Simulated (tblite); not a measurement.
A geometry optimisation, step by step.

Species: C2H6B2OSi.
SMILES with atom numbers: `[BH2:1][C:2]1=[CH:3][O:4][Si@@H:5]1[BH2:6]` (hydrogens: H7, H8 on B1; H9 on C3; H10 on Si5; H11, H12 on B6)

Computed with GFN2-xTB (tblite), gas phase: L-BFGS steps from a force-field or distance-geometry start until the largest atomic force falls under 0.01 eV/Å. 9 of its 82 geometries are shown.

Step 0: E = -422.0293 eV, largest atomic force 8.022 eV/Å
```
atom  x, y, z in Å  |  force x, y, z in eV/Å
B1      1.475    1.095    0.671   -0.601  -0.410  -0.615
C2      0.688   -0.223    0.322    4.066   6.631   1.962
C3      1.085   -1.421   -0.004   -0.293  -0.723  -0.276
O4     -0.162   -1.958   -0.129   -0.398  -4.756  -0.975
Si5    -1.083   -0.621    0.286   -2.068   0.377  -0.409
B6     -1.940    0.386   -1.111    0.660   1.101  -0.355
H7      0.833    2.064    0.905    0.221  -0.303   0.070
H8      2.634    1.191    0.531   -0.033  -0.138   0.146
H9      2.086   -1.849   -0.155   -1.094  -0.257  -0.051
H10    -1.670   -0.534    1.616    0.067  -0.523   0.338
H11    -2.496    1.387   -0.760   -0.056  -0.667  -0.193
H12    -1.449    0.485   -2.197   -0.472  -0.333   0.357
```

Step 10: E = -423.0994 eV, largest atomic force 0.324 eV/Å
```
atom  x, y, z in Å  |  force x, y, z in eV/Å
B1      1.528    1.188    0.626    0.011  -0.115   0.086
C2      0.749   -0.075    0.369    0.019   0.023  -0.006
C3      1.002   -1.361    0.027   -0.085  -0.099  -0.055
O4     -0.175   -2.018   -0.076    0.208  -0.196  -0.125
Si5    -1.106   -0.594    0.276    0.102   0.277   0.134
B6     -1.820    0.488   -1.133   -0.250  -0.169  -0.028
H7      0.918    2.140    0.932    0.082   0.120  -0.043
H8      2.694    1.211    0.569    0.087  -0.002  -0.014
H9      1.907   -1.931   -0.178   -0.185   0.214   0.096
H10    -1.632   -0.810    1.624   -0.053  -0.177   0.022
H11    -2.547    1.339   -0.802    0.018   0.133  -0.090
H12    -1.517    0.422   -2.259    0.046  -0.008   0.022
```

Step 20: E = -423.1626 eV, largest atomic force 0.135 eV/Å
```
atom  x, y, z in Å  |  force x, y, z in eV/Å
B1      1.581    1.188    0.647   -0.081  -0.059   0.045
C2      0.733   -0.042    0.420   -0.043   0.026  -0.009
C3      0.980   -1.316    0.028   -0.003  -0.029   0.034
O4     -0.174   -1.976   -0.131   -0.013  -0.018  -0.050
Si5    -1.129   -0.557    0.314    0.086   0.075   0.073
B6     -1.899    0.467   -1.122    0.095   0.014   0.014
H7      1.031    2.190    0.901    0.049   0.090   0.006
H8      2.752    1.166    0.579   -0.048  -0.099  -0.015
H9      1.895   -1.866   -0.152    0.025   0.067  -0.028
H10    -1.657   -0.991    1.615    0.001   0.035  -0.058
H11    -2.574    1.394   -0.900   -0.051  -0.022   0.070
H12    -1.537    0.342   -2.225   -0.017  -0.079  -0.083
```

Step 30: E = -423.1796 eV, largest atomic force 0.087 eV/Å
```
atom  x, y, z in Å  |  force x, y, z in eV/Å
B1      1.590    1.186    0.677    0.025   0.002   0.008
C2      0.713   -0.020    0.472   -0.043   0.038  -0.065
C3      0.978   -1.276    0.029   -0.012  -0.026   0.076
O4     -0.163   -1.942   -0.161   -0.036  -0.026  -0.019
Si5    -1.132   -0.539    0.324    0.003  -0.042   0.059
B6     -1.905    0.455   -1.128    0.010  -0.015   0.004
H7      1.113    2.234    0.896    0.036  -0.012   0.018
H8      2.751    1.064    0.584    0.040   0.032   0.032
H9      1.905   -1.793   -0.171    0.049   0.014  -0.044
H10    -1.683   -1.017    1.595   -0.013   0.024  -0.008
H11    -2.587    1.377   -0.907   -0.029   0.009  -0.011
H12    -1.578    0.270   -2.234   -0.030   0.003  -0.049
```

Step 40: E = -423.1852 eV, largest atomic force 0.064 eV/Å
```
atom  x, y, z in Å  |  force x, y, z in eV/Å
B1      1.610    1.180    0.692    0.020   0.034   0.012
C2      0.706   -0.003    0.461    0.005   0.020  -0.025
C3      0.978   -1.259    0.023    0.007  -0.013   0.032
O4     -0.158   -1.943   -0.146    0.005   0.010  -0.022
Si5    -1.134   -0.542    0.322   -0.044   0.032   0.033
B6     -1.920    0.435   -1.141   -0.018  -0.008   0.002
H7      1.170    2.241    0.919   -0.027   0.006   0.014
H8      2.771    1.035    0.624    0.023  -0.019   0.018
H9      1.914   -1.749   -0.202    0.016  -0.052  -0.026
H10    -1.709   -0.996    1.593    0.029   0.016  -0.038
H11    -2.602    1.356   -0.915   -0.008  -0.011  -0.009
H12    -1.626    0.243   -2.256   -0.008  -0.014   0.011
```

Step 51: E = -423.1942 eV, largest atomic force 0.088 eV/Å
```
atom  x, y, z in Å  |  force x, y, z in eV/Å
B1      1.671    1.174    0.756   -0.007  -0.019  -0.022
C2      0.754    0.021    0.428   -0.019   0.009   0.018
C3      0.991   -1.241   -0.016    0.012   0.013   0.046
O4     -0.166   -1.894   -0.179    0.046   0.010   0.017
Si5    -1.100   -0.472    0.304   -0.041   0.024   0.013
B6     -1.989    0.397   -1.169   -0.011   0.003  -0.008
H7      1.229    2.237    0.992    0.049  -0.073  -0.005
H8      2.832    0.994    0.774   -0.053   0.028   0.005
H9      1.909   -1.760   -0.258   -0.005  -0.005  -0.012
H10    -1.670   -0.885    1.594    0.048  -0.001  -0.046
H11    -2.704    1.299   -0.968   -0.010   0.004  -0.004
H12    -1.756    0.130   -2.284   -0.009   0.006   0.000
```

Step 61: E = -423.1957 eV, largest atomic force 0.023 eV/Å
```
atom  x, y, z in Å  |  force x, y, z in eV/Å
B1      1.681    1.169    0.765   -0.006  -0.010  -0.003
C2      0.756    0.026    0.432   -0.008   0.008  -0.009
C3      0.993   -1.236   -0.010    0.011   0.005  -0.004
O4     -0.164   -1.886   -0.181    0.018   0.005  -0.012
Si5    -1.098   -0.459    0.295   -0.002   0.009  -0.003
B6     -2.006    0.394   -1.177    0.001   0.001  -0.004
H7      1.251    2.233    1.002    0.004   0.000   0.003
H8      2.838    0.984    0.791    0.002  -0.003  -0.004
H9      1.910   -1.753   -0.259    0.002  -0.012   0.020
H10    -1.650   -0.880    1.586   -0.012  -0.003   0.014
H11    -2.726    1.293   -0.981    0.000  -0.009   0.004
H12    -1.783    0.115   -2.290   -0.010   0.008  -0.002
```

Step 71: E = -423.1968 eV, largest atomic force 0.020 eV/Å
```
atom  x, y, z in Å  |  force x, y, z in eV/Å
B1      1.691    1.168    0.769   -0.001  -0.011   0.017
C2      0.759    0.034    0.422   -0.002   0.001   0.004
C3      1.000   -1.233   -0.003    0.008   0.000   0.003
O4     -0.154   -1.879   -0.193    0.007   0.000   0.004
Si5    -1.093   -0.451    0.275    0.000   0.002  -0.010
B6     -2.028    0.391   -1.187   -0.006   0.008  -0.007
H7      1.273    2.232    1.025   -0.001   0.002  -0.005
H8      2.846    0.968    0.791    0.013   0.010  -0.010
H9      1.921   -1.759   -0.215   -0.002  -0.007  -0.004
H10    -1.635   -0.871    1.573   -0.013   0.000  -0.002
H11    -2.755    1.280   -0.978   -0.008   0.004   0.013
H12    -1.824    0.119   -2.305    0.005  -0.010  -0.003
```

Step 81: E = -423.1972 eV, largest atomic force 0.008 eV/Å
```
atom  x, y, z in Å  |  force x, y, z in eV/Å
B1      1.700    1.166    0.774   -0.004  -0.005  -0.005
C2      0.766    0.033    0.429   -0.004   0.000   0.001
C3      1.007   -1.235    0.004    0.001   0.000   0.000
O4     -0.149   -1.876   -0.198    0.000   0.001  -0.001
Si5    -1.087   -0.445    0.265    0.002   0.003   0.000
B6     -2.037    0.393   -1.192   -0.002   0.000   0.001
H7      1.281    2.230    1.034   -0.002   0.002   0.002
H8      2.856    0.972    0.781    0.006   0.000   0.001
H9      1.927   -1.767   -0.197    0.000   0.000   0.000
H10    -1.645   -0.867    1.555    0.000   0.000   0.002
H11    -2.773    1.273   -0.971    0.000   0.000   0.001
H12    -1.843    0.122   -2.312    0.002  -0.001  -0.004
```

Q: Summarise the path.

A: The energy falls by 1.1679 eV from step 0 to step 81; nine tenths of that is first reached at step 9. It falls at every step. The largest force goes from 8.022 to 0.008 eV/Å. Among the bonds C2–Si5 changes most, from 1.815 to 1.921 Å; the atoms move by 0.321 Å rms after alignment.

Q: Follow the three bonds and two angles with the largest change from start to end.

A: 
| step | E above end (eV) | largest force (eV/Å) | C2–Si5 (Å) | O4–Si5 (Å) | B1–C2 (Å) | O4–Si5–H10 (°) | C2–C3–O4 (°) |
| --- | --- | --- | --- | --- | --- | --- | --- |
| 0 | 1.1679 | 8.022 | 1.815 | 1.676 | 1.575 | 119.7 | 96.1 |
| 4 | 0.2592 | 0.601 | 1.913 | 1.809 | 1.507 | 115.3 | 109.8 |
| 7 | 0.1613 | 0.510 | 1.905 | 1.780 | 1.498 | 111.3 | 109.8 |
| 11 | 0.0868 | 0.291 | 1.931 | 1.746 | 1.508 | 103.5 | 108.9 |
| 14 | 0.0638 | 0.175 | 1.918 | 1.773 | 1.506 | 100.7 | 109.9 |
| 18 | 0.0417 | 0.187 | 1.928 | 1.766 | 1.511 | 99.9 | 109.7 |
| 21 | 0.0318 | 0.160 | 1.935 | 1.769 | 1.508 | 100.6 | 110.0 |
| 25 | 0.0231 | 0.084 | 1.920 | 1.777 | 1.506 | 100.2 | 109.9 |
| 28 | 0.0198 | 0.102 | 1.923 | 1.778 | 1.507 | 99.9 | 109.9 |
| 32 | 0.0160 | 0.071 | 1.921 | 1.769 | 1.505 | 101.1 | 110.0 |
| 35 | 0.0143 | 0.079 | 1.924 | 1.772 | 1.508 | 101.1 | 110.1 |
| 39 | 0.0124 | 0.054 | 1.923 | 1.772 | 1.507 | 101.5 | 110.2 |
| 42 | 0.0107 | 0.114 | 1.921 | 1.769 | 1.506 | 101.5 | 110.1 |
| 46 | 0.0089 | 0.054 | 1.924 | 1.776 | 1.507 | 101.2 | 110.1 |
| 49 | 0.0057 | 0.139 | 1.923 | 1.774 | 1.509 | 102.1 | 110.1 |
| 53 | 0.0022 | 0.059 | 1.923 | 1.769 | 1.509 | 102.3 | 110.0 |
| 56 | 0.0018 | 0.020 | 1.922 | 1.772 | 1.507 | 102.1 | 110.0 |
| 60 | 0.0015 | 0.024 | 1.921 | 1.771 | 1.508 | 101.9 | 110.0 |
| 63 | 0.0013 | 0.034 | 1.922 | 1.772 | 1.508 | 101.6 | 110.0 |
| 67 | 0.0008 | 0.035 | 1.921 | 1.773 | 1.507 | 101.7 | 109.9 |
| 70 | 0.0005 | 0.025 | 1.921 | 1.772 | 1.508 | 101.6 | 110.0 |
| 74 | 0.0003 | 0.015 | 1.921 | 1.772 | 1.508 | 101.5 | 110.0 |
| 77 | 0.0002 | 0.014 | 1.921 | 1.771 | 1.508 | 101.5 | 110.0 |
| 81 | 0.0000 | 0.008 | 1.921 | 1.772 | 1.508 | 101.5 | 110.0 |

The cost below is that of the whole relaxation. Time: 0.41 s wall. Hardware: one thread of an Arm Neoverse V1, no GPU, on a shared host.
